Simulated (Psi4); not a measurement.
C₂H₉FO₂Si₂ (SMILES C[Si](O)(O)C[SiH2]F), singlet, at a GFN2-xTB geometry, atoms displaced at random by about 0.03 Å a coordinate; TPSS/STO-3G, gradient run with Psi4.

The Psi4 input:
```
memory 2 GB

molecule mol {
0 1
Si    1.496968    0.450776    1.361818
F     2.053789   -0.883527    0.686711
C     0.313323    1.238688    0.204871
Si   -0.815506    0.008298   -0.615622
C    -1.881961   -0.878024    0.702597
O    -1.779498    0.861031   -1.658418
O    -0.009734   -1.019825   -1.575534
H     0.974138   -0.012991    2.626336
H     2.768241    1.227487    1.553933
H     0.836847    1.818914   -0.556475
H    -0.337426    2.007301    0.752769
H    -1.333884   -1.378247    1.371189
H    -2.571559   -1.669322    0.239703
H    -2.613748   -0.177267    1.251063
H    -2.079450    0.486390   -2.479920
H     0.685851   -1.552786   -1.168524
symmetry c1
no_reorient
no_com
}

set {
  basis sto-3g
  reference rks
}

gradient('tpss')
print_variables()
```

What the program printed (banner, timings and long lists left out):

```
gradient() will perform analytic gradient computation.

   => Loading Basis Set <=

    Name: STO-3G
    Role: ORBITAL
    Keyword: BASIS

         ---------------------------------------------------------
                                   SCF
               by Justin Turney, Rob Parrish, Andy Simmonett
                          and Daniel G. A. Smith
                              RKS Reference
         ---------------------------------------------------------

  ==> Geometry <==

    Molecular point group: c1
    Full point group: C1

    Geometry (in Angstrom), charge = 0, multiplicity = 1:

       Center              X                  Y                   Z               Mass
    ------------   -----------------  -----------------  -----------------  -----------------
         SI           1.496968000000     0.450776000000     1.361818000000    27.976926534650
         F            2.053789000000    -0.883527000000     0.686711000000    18.998403162730
         C            0.313323000000     1.238688000000     0.204871000000    12.000000000000
         SI          -0.815506000000     0.008298000000    -0.615622000000    27.976926534650
         C           -1.881961000000    -0.878024000000     0.702597000000    12.000000000000
         O           -1.779498000000     0.861031000000    -1.658418000000    15.994914619570
         O           -0.009734000000    -1.019825000000    -1.575534000000    15.994914619570
         H            0.974138000000    -0.012991000000     2.626336000000     1.007825032230
         H            2.768241000000     1.227487000000     1.553933000000     1.007825032230
         H            0.836847000000     1.818914000000    -0.556475000000     1.007825032230
         H           -0.337426000000     2.007301000000     0.752769000000     1.007825032230
         H           -1.333884000000    -1.378247000000     1.371189000000     1.007825032230
         H           -2.571559000000    -1.669322000000     0.239703000000     1.007825032230
         H           -2.613748000000    -0.177267000000     1.251063000000     1.007825032230
         H           -2.079450000000     0.486390000000    -2.479920000000     1.007825032230
         H            0.685851000000    -1.552786000000    -1.168524000000     1.007825032230

  Running in c1 symmetry.

  Rotational constants: A =      0.09225  B =      0.03647  C =      0.03528 [cm^-1]
  Rotational constants: A =   2765.73255  B =   1093.19573  C =   1057.79327 [MHz]
  Nuclear repulsion =  496.274181745167652

  Charge       = 0
  Multiplicity = 1
  Electrons    = 74
  Nalpha       = 37
  Nbeta        = 37

  ==> Algorithm <==

  SCF Algorithm Type is DF.
  DIIS enabled.
  MOM disabled.
  Fractional occupation disabled.
  Guess Type is SAD.
  Energy threshold   = 1.00e-08
  Density threshold  = 1.00e-08
  Integral threshold = 1.00e-12

  ==> Primary Basis <==

  Basis Set: STO-3G
    Blend: STO-3G
    Number of shells: 34
    Number of basis functions: 52
    Number of Cartesian functions: 52
    Spherical Harmonics?: true
    Max angular momentum: 1

  ==> DFT Potential <==

   => LibXC <=

    Version 7.1.2
    S. Lehtola, C. Steigemann, M. J. T. Oliveira, and M. A. L. Marques,  SoftwareX 7, 1–5 (2018) (10.1016/j.softx.2017.11.002)

   => Composite Functional: TPSS <=

    TPSS Meta-GGA XC Functional

    J. Tao, et al., Phys. Rev. Lett., 91, 146401, 2003

    Deriv               =              1
    GGA                 =           TRUE
    Meta                =           TRUE

    Exchange Hybrid     =          FALSE
    MP2 Hybrid          =          FALSE

   => Exchange Functionals <=

    1.0000   XC_MGGA_X_TPSS

   => Correlation Functionals <=

    1.0000   XC_MGGA_C_TPSS

   => LibXC Density Thresholds  <==

    XC_MGGA_C_TPSS:  1.00E-15
    XC_MGGA_X_TPSS:  1.00E-15

   => Molecular Quadrature <=

    Radial Scheme          =       TREUTLER
    Pruning Scheme         =           NONE
    Nuclear Scheme         =       TREUTLER

    Blocking Scheme        =         OCTREE
    BS radius alpha        =              1
    Pruning alpha          =              1
    Radial Points          =             75
    Spherical Points       =            302
    Total Points           =         336676
    Total Blocks           =           2529
    Max Points             =            256
    Max Functions          =             48
    Weights Tolerance      =       1.00E-15

   => Loading Basis Set <=

    Name: (STO-3G AUX)
    Role: JKFIT
    Keyword: DF_BASIS_SCF

  ==> Integral Setup <==

  SCF_SUBTYPE=INCORE selected. In-core MEM_DF algorithm will be used.
  Using in-core AOs.

  ==> MemDFJK: Density-Fitted J/K Matrices <==

    J tasked:                   Yes
    K tasked:                    No
    wK tasked:                   No
    Algorithm:                 Core
    Schwarz Cutoff:           1E-12
    Mask sparsity (%):       4.9556
    Fitting Condition:        1E-10

   => Auxiliary Basis Set <=

  Basis Set: (STO-3G AUX)
    Blend: DEF2-UNIVERSAL-JKFIT
    Number of shells: 255
    Number of basis functions: 799
    Number of Cartesian functions: 947
    Spherical Harmonics?: true
    Max angular momentum: 4

  Minimum eigenvalue in the overlap matrix is 2.2165155670E-01.
  Reciprocal condition number of the overlap matrix is 9.5253648062E-02.
    Using symmetric orthogonalization.

  ==> Pre-Iterations <==

  SCF Guess: Superposition of Atomic Densities via on-the-fly atomic UHF (no occupation information).

   -------------------------
    Irrep   Nso     Nmo
   -------------------------
     A         52      52
   -------------------------
    Total      52      52
   -------------------------

  ==> Iterations <==

                           Total Energy        Delta E     RMS |[F,P]|

   @DF-RKS iter SAD:  -896.87278967474765   -8.96873e+02   0.00000e+00
   @DF-RKS iter   1:  -899.70455742923923   -2.83177e+00   8.27981e-03 DIIS/ADIIS
[...]
  @DF-RKS Final Energy:  -899.83713028274065
    Total Energy =                       -899.8371302827406453
[...]
 Dipole Z            :          0.5271488           -0.3960696            0.1310792
 Magnitude           :                                                    0.1923976

 ------------------------------------------------------------------------------------

         ------------------------------------------------------------
                                   SCF GRAD
                          Rob Parrish, Justin Turney,
                       Andy Simmonett, and Alex Sokolov
         ------------------------------------------------------------

  ==> Geometry <==

    Molecular point group: c1
    Full point group: C1

    Geometry (in Angstrom), charge = 0, multiplicity = 1:

       Center              X                  Y                   Z               Mass
    ------------   -----------------  -----------------  -----------------  -----------------
         SI           1.496968000000     0.450776000000     1.361818000000    27.976926534650
         F            2.053789000000    -0.883527000000     0.686711000000    18.998403162730
         C            0.313323000000     1.238688000000     0.204871000000    12.000000000000
         SI          -0.815506000000     0.008298000000    -0.615622000000    27.976926534650
         C           -1.881961000000    -0.878024000000     0.702597000000    12.000000000000
         O           -1.779498000000     0.861031000000    -1.658418000000    15.994914619570
         O           -0.009734000000    -1.019825000000    -1.575534000000    15.994914619570
         H            0.974138000000    -0.012991000000     2.626336000000     1.007825032230
         H            2.768241000000     1.227487000000     1.553933000000     1.007825032230
         H            0.836847000000     1.818914000000    -0.556475000000     1.007825032230
         H           -0.337426000000     2.007301000000     0.752769000000     1.007825032230
         H           -1.333884000000    -1.378247000000     1.371189000000     1.007825032230
         H           -2.571559000000    -1.669322000000     0.239703000000     1.007825032230
         H           -2.613748000000    -0.177267000000     1.251063000000     1.007825032230
         H           -2.079450000000     0.486390000000    -2.479920000000     1.007825032230
         H            0.685851000000    -1.552786000000    -1.168524000000     1.007825032230

  Nuclear repulsion =  496.274181745167652

  ==> Basis Set <==

  Basis Set: STO-3G
    Blend: STO-3G
    Number of shells: 34
    Number of basis functions: 52
    Number of Cartesian functions: 52
    Spherical Harmonics?: true
    Max angular momentum: 1

  ==> DFJKGrad: Density-Fitted SCF Gradients <==

    Gradient:                    1
    J tasked:                  Yes
    K tasked:                   No
    wK tasked:                  No
    Integrals threads:           1
    Schwarz Cutoff:          1E-12
    Fitting Condition:       1E-10

   => Auxiliary Basis Set <=

  Basis Set: (STO-3G AUX)
    Blend: DEF2-UNIVERSAL-JKFIT
    Number of shells: 255
    Number of basis functions: 799
    Number of Cartesian functions: 947
    Spherical Harmonics?: true
    Max angular momentum: 4

  ==> DFT Potential <==

   => LibXC <=

    Version 7.1.2
    S. Lehtola, C. Steigemann, M. J. T. Oliveira, and M. A. L. Marques,  SoftwareX 7, 1–5 (2018) (10.1016/j.softx.2017.11.002)

   => Composite Functional: TPSS <=

    TPSS Meta-GGA XC Functional

    J. Tao, et al., Phys. Rev. Lett., 91, 146401, 2003

    Deriv               =              1
    GGA                 =           TRUE
    Meta                =           TRUE

    Exchange Hybrid     =          FALSE
    MP2 Hybrid          =          FALSE

   => Exchange Functionals <=

    1.0000   XC_MGGA_X_TPSS

   => Correlation Functionals <=

    1.0000   XC_MGGA_C_TPSS

   => LibXC Density Thresholds  <==

    XC_MGGA_C_TPSS:  1.00E-15
    XC_MGGA_X_TPSS:  1.00E-15

   => Molecular Quadrature <=

    Radial Scheme          =       TREUTLER
    Pruning Scheme         =           NONE
    Nuclear Scheme         =       TREUTLER

    Blocking Scheme        =         OCTREE
    BS radius alpha        =              1
    Pruning alpha          =              1
    Radial Points          =             75
    Spherical Points       =            302
    Total Points           =         336676
    Total Blocks           =           2529
    Max Points             =            256
    Max Functions          =             48
    Weights Tolerance      =       1.00E-15

  -Total Gradient:
     Atom            X                  Y                   Z
    ------   -----------------  -----------------  -----------------
       1       -0.037949465151    -0.028221523805    -0.027288179091
       2       -0.010935910280     0.047474925388     0.029389451472
       3        0.035453533724    -0.038491728368    -0.019541846372
       4        0.029734544438    -0.003143283798    -0.019391895546
       5        0.098904897295    -0.043731008373     0.067637876407
       6       -0.007816655388    -0.065805278268    -0.061356650033
       7        0.018213784892     0.005082137487     0.065304978856
       8        0.008152545254    -0.009006361043    -0.007032870346
       9        0.021808316934     0.000099275561    -0.003663426311
      10       -0.006282177672    -0.002070509512     0.005902904436
      11       -0.016648390153     0.019749154733     0.011636864192
      12       -0.058494615611     0.047314774953    -0.074622162093
      13       -0.019506347587    -0.021423785250    -0.005771272861
      14       -0.026915184695     0.016699207393     0.014127635907
      15        0.014196462898     0.047628450458     0.059347313150
      16       -0.042055824708     0.027615257268    -0.035046000404

  Variable Map:
  ----------------------------------------------------------------------------
[...]
  Array Variable Map:
  ----------------------------------------------------------------------------
[...]
[...]
```
